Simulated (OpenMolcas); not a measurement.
## Multiconfigurational calculation on Zr2+

Input:

```
&GATEWAY
Coord
1

Zr 0.0 0.0 0.0
Basis=ANO-R3
Group=XYZ
NoMove
AngMom=0.0 0.0 0.0
AMFI
&SEWARD
&RASSCF
FileOrb=start.orb
Symmetry=1
Spin=3
nActEl=2 0 0
Inactive=9 9
Ras2=5 0
CIRoot=10 10 1
SDav=10
CIMx=300
Iter=120 100
PrWF=0.3
OrbListing=Nothing
MaxOrb=0
Atom
>>> COPY $Project.JobIph JOB001
&RASSCF
FileOrb=start.orb
Symmetry=1
Spin=1
nActEl=2 0 0
Inactive=9 9
Ras2=5 0
CIRoot=15 15 1
SDav=15
CIMx=300
Iter=120 100
PrWF=0.3
OrbListing=Nothing
MaxOrb=0
Atom
CIOnly
>>> COPY $Project.JobIph JOB002
&RASSI
NrOfJobIphs=2 10 15
1 2 3 4 5 6 7 8 9 10
1 2 3 4 5 6 7 8 9 10 11 12 13 14 15
IphNames
JOB001
JOB002
EJob
SpinOrbit
DIPRint=1.0
SOCoupling=1000.0
Subsets=2
MEES
Property=10
'ANGMOM' 1 'ANGMOM' 2 'ANGMOM' 3 'MLTPL  1' 1 'MLTPL  1' 2 'MLTPL  1' 3
'AMFI' 1 'AMFI' 2 'AMFI' 3 'MLTPL  2' 6
SOProperty=3
'ANGMOM' 1 'ANGMOM' 2 'ANGMOM' 3
```

Launched by
```bash
OMP_NUM_THREADS=1 MOLCAS_MEM=2252 MOLCAS_PROJECT=a pymolcas a.inp > a.log  # once for each step of the input, in one work folder
```

A driver script runs the steps one by one and writes start.orb anew before each from the orbitals found so far, so a CI-only block uses the converged orbitals of the first block.

Output, cut to the results:

```
--- SEWARD ---
Basis set label: ZR.ANO-R...8S6P5D3F2G1H.

      Electronic valence basis set:
      ------------------
      Associated Effective Charge  40.000000 au
      Associated Actual Charge     40.000000 au
      Nuclear Model: Finite nucleus - Gaussian distribution
        Gaussian exponent, Xi/bohr**(-2):  2.25444E+08

      Shell  nPrim  nBasis  Cartesian Spherical Contaminant
         s      23       8        X
         p      15       6        X
         d      12       5                 X
         f       6       3                 X
         g       5       2                 X
         h       3       1                 X
                  Relativistic X2C integrals
                  Atomic mean-field integrals
--- RASSCF ---
Wave function specifications:
      -----------------------------

      Number of closed shell electrons          36
      Number of electrons in active shells       2
      Max number of holes in RAS1 space          0
      Max nr of electrons in RAS3 space          0
      Number of inactive orbitals               18
      Number of active orbitals                  5
      Number of secondary orbitals              78
      Spin quantum number                      1.0
      State symmetry                             1
Orbital specifications:
      -----------------------

      Symmetry species                           1   2
                                                ag  au
      Frozen orbitals                            0   0
      Inactive orbitals                          9   9
      Active orbitals                            5   0
      RAS1 orbitals                              0   0
      RAS2 orbitals                              5   0
      RAS3 orbitals                              0   0
      Secondary orbitals                        37  41
      Deleted orbitals                           0   0
      Number of basis functions                 51  50
      Number of CSFs                            10
      Number of root(s) required                10
      Iter CI   SX   CI       RASSCF       Energy    max ROT     max BLB   max BLB  Level Ln srch  Step   QN
          iter iter root      energy       change     param      element    value   shift minimum  type update
 Nr of preliminary CI iterations:   1
      Total energies have been shifted. Add                -3000.00 au
        1   1    2    0  -595.56048989    0.00E+00   6.11E-08    7  13 2 -2.01E-07   0.21   0.00    SX    NO
        2   1    2    0  -595.56048989   -6.82E-12  -1.86E-08    7  13 2 -7.92E-08   0.21   0.00    SX    NO
        3   1    1    0  -595.56048989    0.00E+00   0.00E+00    7  16 2 -2.99E-08   0.21   0.00    SX    NO
        4   1    1    0  -595.56048989    1.36E-12   0.00E+00    7  16 2 -2.99E-08   0.21   0.00    SX    NO
      Convergence after  4 iterations
        5   1    1    0  -595.56048989   -3.18E-12   0.00E+00    7  16 2 -2.99E-08   0.21   0.00    SX    NO
      Natural orbitals and occupation numbers for root  1
      sym 1:   0.796918   0.000000   0.796918   0.203082   0.203082
      Natural orbitals and occupation numbers for root  2
      sym 1:   0.157576   0.842424   0.000000   0.842424   0.157576
      Natural orbitals and occupation numbers for root  3
      sym 1:   0.879005   0.120995   0.120995  -0.000000   0.879005
::    RASSCF root number  1 Total energy:  -3595.57393653
::    RASSCF root number  2 Total energy:  -3595.57393653
::    RASSCF root number  3 Total energy:  -3595.57393653
::    RASSCF root number  4 Total energy:  -3595.57393653
::    RASSCF root number  5 Total energy:  -3595.57393653
::    RASSCF root number  6 Total energy:  -3595.57393653
::    RASSCF root number  7 Total energy:  -3595.57393653
::    RASSCF root number  8 Total energy:  -3595.52911442
::    RASSCF root number  9 Total energy:  -3595.52911442
::    RASSCF root number 10 Total energy:  -3595.52911442
--- RASSCF ---
Wave function specifications:
      -----------------------------

      Number of closed shell electrons          36
      Number of electrons in active shells       2
      Max number of holes in RAS1 space          0
      Max nr of electrons in RAS3 space          0
      Number of inactive orbitals               18
      Number of active orbitals                  5
      Number of secondary orbitals              78
      Spin quantum number                      0.0
      State symmetry                             1
Orbital specifications:
...
--- RASSI ---
SPIN-FREE ENERGIES:
  (Shifted by EMIN (a.u.) =      -3595.5739365268)

 SF State       Relative EMIN(au)   Rel lowest level(eV)    D:o, cm**(-1)      L_eff

     1             0.0000000000        0.0000000000              0.0000         3.0
     2             0.0000000000        0.0000000000              0.0000         3.0
     3             0.0000000000        0.0000000000              0.0000         3.0
     4             0.0000000000        0.0000000000              0.0000         3.0
     5             0.0000000000        0.0000000000              0.0000         3.0
     6             0.0000000000        0.0000000000              0.0000         3.0
     7             0.0000000000        0.0000000000              0.0000         3.0
    11             0.0386240474        1.0510138735           8476.9986         2.0
    12             0.0386240474        1.0510138735           8476.9986         2.0
    13             0.0386240474        1.0510138735           8476.9986         2.0
    14             0.0386240474        1.0510138735           8476.9986         2.0
    15             0.0386240474        1.0510138735           8476.9986         2.0
    10             0.0448221081        1.2196716970           9837.3157         1.0
     8             0.0448221081        1.2196716970           9837.3157         1.0
     9             0.0448221081        1.2196716970           9837.3157         1.0
    16             0.0595410312        1.6201939987          13067.7459         4.0
    17             0.0595410312        1.6201939987          13067.7459         4.0
    18             0.0595410312        1.6201939987          13067.7459         4.0
    19             0.0595410312        1.6201939987          13067.7459         4.0
    20             0.0595410312        1.6201939987          13067.7459         4.0
    21             0.0595410312        1.6201939987          13067.7459         4.0
...
```

Levels above the lowest, from the spin-orbit matrix, grouped by J:

```tsv
Configuration	Term	J	E (cm-1)	Measured (cm-1)	Term weight %
4d2	3F	2	0.0	0.0	100
4d2	3F	3	661	681	100
4d2	3F	4	1470	1486	100
4d2	1D	2	9182	5742	89
4d2	3P	0	10249	8062	100
4d2	3P	1	10498	8326	100
4d2	3P	2	11114	8838	89
4d2	1G	4	13948	11049	100
4d2	1S	0	33531	23979	100
```

Against the 8 measured excited levels shown (Moore, Atomic Energy Levels, vol. II, NSRDS-NBS 35 (1971 reprint of NBS Circular 467, 1952); NIST levels as listed in Rynkun, Gaigalas and Jonsson, Astron. Astrophys. 637, A10 (2020)) the mean absolute deviation is 2800 cm-1; the largest miss in energy is 4d2 1S0: computed 33531, measured 23979 cm-1 (+39.8 %), and the largest in proportion 4d2 1D2 (+59.9 %).

Levels of configurations with an s electron are missing; early in the row they begin among the upper levels of the d shell and mix with terms of their name. Without dynamic correlation excited terms often stand tens of per cent too high (terms of higher spin than the ground term too low), and those without a measured partner can miss by more than the paired ones. Some levels mix across a computed gap that differs much from the measured one, so their mixing is not that of the real levels. Terms from blocks run as CI alone lack orbitals of their own. Computed and measured levels are paired by configuration, term and J; levels that our copy of the source lacks, or whose pairing is in doubt (as where it misses far off the trend of its configuration), stay unpaired and out of the deviations. Only configurations of the active space appear.

The RASSCF and RASSI steps took 12 s on 1 thread of Arm Neoverse V1, on a shared host; the integral step is not counted.

The term weight is that of the spin-free term in the level, not the purity of its configuration.
